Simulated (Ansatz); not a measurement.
Reaction (ligand exchange at the Si–O bond): `CO[SiH](C)O` + H₂S → `CO[SiH](C)S` + H₂O

Isolated molecules relaxed with PBE0-D4/def2-TZVP in Ansatz; ΔE leaves out vibrations. CBS: MP2 limit from def2 TZ/QZ plus the TZ coupled-cluster correction, frozen cores. This one scheme is used for every species. Functionals use def2-TZVPP. One conformer a species, not always the lowest.

```tsv
level	ΔE (kJ/mol)
r2SCAN	41.2
SCS-MP2/def2-TZVPP	44.9
CCSD/def2-TZVPP	46.8
MP2/def2-QZVPP	36.2
```

(1) What does CCSD(T)/CBS give? (An estimate is asked.)

Largest T1 diagnostic among the species: 0.011.

## Answers

(1) Ansatz gave: +38.2 kJ/mol. The listed levels differ from it by 3.0, 6.7, 8.6, -2.0 kJ/mol.

In def2-TZVPP, CCSD(T) changes the Hartree–Fock value by −16.3 kJ/mol (the triples alone add −3.4 kJ/mol) and MP2 by −20.7 kJ/mol. The D4 term adds −6.9 kJ/mol with B3LYP and −3.8 kJ/mol with PBE0; it sums over pairs of atoms, weighted by their polarisabilities, and B3LYP, whose exchange is more repulsive, gets the larger term.

B3LYP here is the variant with VWN-RPA as its local correlation; programs differ in this.
